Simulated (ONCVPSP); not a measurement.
Logarithmic derivatives: indium (In), ONCV

indium, optimised norm-conserving Vanderbilt (ONCV), made with ONCVPSP 4.0.1 (PBE, fully relativistic). Core [Ar] 3d10, reference 4s2 4p6 4d10 5s2 5p1. Waves: 4s+5s: rc 1.20 bohr, ncon 4, nbas 7, qcut 8.6 1/bohr, 2 projectors; 4p+5p: rc 1.45 bohr, ncon 4, nbas 9, qcut 10 1/bohr, 2 projectors; 4d: rc 1.20 bohr, ncon 5, nbas 9, qcut 10.4 1/bohr, local. Local part: the d channel. Core correction: none.

Open shells are filled in proportion to 2j + 1.

The phase is arctan(r·R′/R) of the radial function R(r), unwrapped; energies in Ha, scanned from -6 to 5 Ha. A pole is an energy at which the radial function vanishes at the test radius. The pseudo phase is shifted by a multiple of π to meet the all-electron one at the reference energy, and phase errors are pseudo minus all-electron; the curves can meet again beyond the range given. Levels narrower than the energy grid can be missing from the lists of poles.

```
channel  radius (bohr)  reference energy (Ha)  poles, all-electron  poles, pseudo  unbroken range about the reference energy with phases within 0.05 rad  phase error 1 Ha above the reference energy (rad)
      s           1.22                  -0.30                -2.88          -2.88                                                        the whole range                                             -0.000
   p3/2           1.47                  -0.09                -2.13          -2.13                                                        the whole range                                             -0.000
   p1/2           1.47                  -0.10                -2.47          -2.47                                                        the whole range                                             -0.000
   d5/2           1.22                  -0.67                 2.12           2.06                                                        the whole range                                             -0.005
   d3/2           1.22                  -0.70                 2.02           2.06                                                        the whole range                                             +0.007
```

The potential misses its own reference levels by up to 0.5 eV.

Phases in the p3/2 channel:

```
E (Ha)  all-electron  pseudo
 -5.96         1.238   1.238
 -5.40         1.187   1.187
 -4.84         1.102   1.102
 -4.28         0.925   0.925
 -3.72         0.367   0.367
 -3.16        -0.923  -0.923
 -2.60        -1.419  -1.419
 -2.04        -1.593  -1.593
 -1.48        -1.691  -1.691
 -0.92        -1.769  -1.769
 -0.36        -1.845  -1.845
  0.20        -1.936  -1.936
  0.76        -2.064  -2.064
  1.32        -2.271  -2.272
  1.88        -2.651  -2.652
  2.44        -3.271  -3.274
  3.00        -3.836  -3.839
  3.56        -4.154  -4.156
  4.12        -4.327  -4.329
  4.68        -4.432  -4.434
```
